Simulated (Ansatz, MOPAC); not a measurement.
Species: HSiO₂ (charge 0, doublet). SMILES: [O][Si]O

Atoms: Si1, O2, O3, H4. Bonds: Si1-O2, Si1-O3, O3-H4.

Bond lengths (Å) and angles (degrees) optimised at AM1 with MOPAC; MNDO with MOPAC; B3LYP/LANL2DZ with Ansatz (a program for electronic structure); MP2/6-31G* with Ansatz, each started from the B3LYP-D3(BJ)/def2-TZVP structure (Ansatz) of the last column. A row stands for all coordinates that are equal there. 6-31G* holds six Cartesian d functions. No wavenumbers were computed at MNDO, B3LYP/LANL2DZ, MP2/6-31G*, so these may be saddle points.

| coordinate | AM1 | MNDO | B3LYP/LANL2DZ | MP2/6-31G* | B3LYP-D3(BJ)/def2-TZVP |
|---|---|---|---|---|---|
| Si1-O2 | 1.580 | 1.499 | 1.601 | 1.538 | 1.528 |
| Si1-O3 | 1.731 | 1.641 | 1.681 | 1.656 | 1.639 |
| O3-H4 | 0.949 | 0.932 | 0.971 | 0.973 | 0.964 |
| O2-Si1-O3 | 121.8 | 118.8 | 120.0 | 127.8 | 124.5 |
| Si1-O3-H4 | 117.7 | 122.5 | 132.2 | 115.8 | 118.3 |

Mean signed difference of all 3 bond lengths from B3LYP-D3(BJ)/def2-TZVP: AM1 0.043 Å, MNDO -0.020 Å, B3LYP/LANL2DZ 0.041 Å, MP2/6-31G* 0.012 Å.
